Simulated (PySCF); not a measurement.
Species: C7H9S (charge -1).
Numbering: `[CH3:1][C:2]#[C:3][C@@:4]1([CH3:5])[CH2:6][C@H:7]1[S-:8]`

Geometry (GFN2-xTB, Å), atoms numbered from 1 in this order:
```
atom  x, y, z in Å
C1     3.2316    0.1712    0.2707
C2     1.7962    0.1514    0.0585
C3     0.6075    0.1274   -0.1140
C4    -0.8066    0.0704   -0.2827
C5    -1.4735    1.4339   -0.3024
C6    -1.3628   -1.0044   -1.1932
C7    -1.5852   -1.1207    0.2898
S8    -0.8781   -2.4031    1.2596
H9     3.4965    0.9381    1.0021
H10    3.7607    0.3803   -0.6634
H11    3.5578   -0.7984    0.6489
H12   -1.2667    1.9716    0.6239
H13   -2.5529    1.3274   -0.4052
H14   -1.1036    2.0367   -1.1368
H15   -0.6508   -1.6860   -1.6383
H16   -2.1887   -0.7375   -1.8453
H17   -2.5882   -0.8461    0.6262
```

Definitions: NICS(0) = −σiso at the ring centroid; NICS(1) = −σiso and NICS(1)zz = −σzz at ±1 Å along the ring normal z. Level: GIAO PBE0/pcSseg-1 (PySCF, non-relativistic, gas phase) on the GFN2-xTB geometry, one conformer.

Ring bond lengths (Å), with Mayer bond orders in brackets: C4–C6 1.514 (0.92), C6–C7 1.504 (0.89), C7–C4 1.534 (0.82).

**Question.** What do the NICS probes read (ppm)?

**Answer.** 
```tsv
ring	type	NICS(0)	NICS(1), two faces	NICS(1)zz, two faces	rms pucker (Å)	centre to ring atoms, mean (Å)
C4–C6–C7	3-membered carbocycle; formal bonds all single	-42.9	-7.8 / -9.3	-17.1 / -22.5	0.00	0.88
```

**Question.** What can be read from them?

**Answer.** 
- C4–C6–C7: mean NICS(1)zz -19.8 ppm, shielded. C4, C6, C7 have four or more neighbours; no verdict on aromaticity is drawn. The two faces differ by 5.4 ppm, so no symmetry operation interchanges them. NICS(0) lies 34 ppm below the mean NICS(1).

**Question.** List the ring angles and the Hirshfeld charges of the ring atoms.

**Answer.** 
- C4–C6–C7: C4 59.1° (-0.008 e), C6 61.1° (-0.121 e), C7 59.8° (-0.083 e); sum 180.0° against 180° for a flat convex ring.

**Question.** What are the shieldings of the ring atoms and their hydrogens in the same run (means over atoms taken as equivalent)?

**Answer.** 
```json
{"atoms": "C4", "environment": "propargylic carbon", "σ isotropic (ppm)": "168.9", "principal values of the symmetric part, first atom (ppm)": "134.7, 160.4, 211.4"}
{"atoms": "C6", "environment": "three-membered-ring carbon", "σ isotropic (ppm)": "151.7", "principal values of the symmetric part, first atom (ppm)": "126.9, 141.0, 187.3"}
{"atoms": "C7", "environment": "sp3 carbon bound to sulfur", "σ isotropic (ppm)": "138.5", "principal values of the symmetric part, first atom (ppm)": "86.6, 145.2, 183.9"}
{"atoms": "H15", "environment": "methylene hydrogen", "σ isotropic (ppm)": "32.13", "principal values of the symmetric part, first atom (ppm)": "26.8, 31.4, 38.2"}
{"atoms": "H16", "environment": "methylene hydrogen", "σ isotropic (ppm)": "31.26", "principal values of the symmetric part, first atom (ppm)": "25.8, 29.0, 39.0"}
{"atoms": "H17", "environment": "methine hydrogen", "σ isotropic (ppm)": "28.67", "principal values of the symmetric part, first atom (ppm)": "19.2, 29.2, 37.6"}
```
